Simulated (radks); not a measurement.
The numbers below are computed, except where a source is named.
Problem. Te, 52 electrons, occupied as [Kr] 4d10 5s2 5p3 6p1 (not the ground configuration). Level of theory: scalar-relativistic Kohn-Sham, LDA (Slater exchange, Perdew-Wang correlation), spin-polarised, spherical densities, finite nucleus; open shells are filled with parallel spins first (spin-orbit coupling, left out, can overturn this in heavy ions); Fermi nuclear charge, rms radius 4.7423 fm (a radial shooting solver on a logarithmic mesh with Libxc functionals). Some entries of the table are withheld. Estimate them.

orbital,occ.,eigenvalue (eV),<r^2> (bohr^2)
1s up,1,-31596.35,0.001050
1s down,1,-31596.25,0.001050
2s up,1,-4850.759,0.01697
2s down,1,-4850.708,0.01697
2p up,3,-4357.807,0.01341
2p down,3,-4357.729,0.01341
3s up,1,-968.9964,0.1190
3s down,1,-968.9082,0.1190
3p up,3,-808.7043,0.1192
3p down,3,-808.6081,0.1192
3d up,5,-565.5312,0.1045
3d down,5,-565.4415,0.1045
4s up,1,-169.2503,0.6616
4s down,1,-169.0569,0.6609
4p up,3,-119.4728,0.7707
4p down,3,-119.2539,0.7686
4d up,5,(1),1.118
4d down,5,(2),1.102
5s up,1,-20.7166,4.654
5s down,1,-18.8524,4.639
5p up,3,-10.9363,7.013
5p down,0,-9.0334,7.331
6p up,1,-1.3501,(3)
6p down,0,-0.8868,(4)

Solution. 
(1) 4d up eigenvalue (eV): -47.0282
(2) 4d down eigenvalue (eV): -46.6450
(3) 6p up <r^2> (bohr^2): 74.60
(4) 6p down <r^2> (bohr^2): 93.94
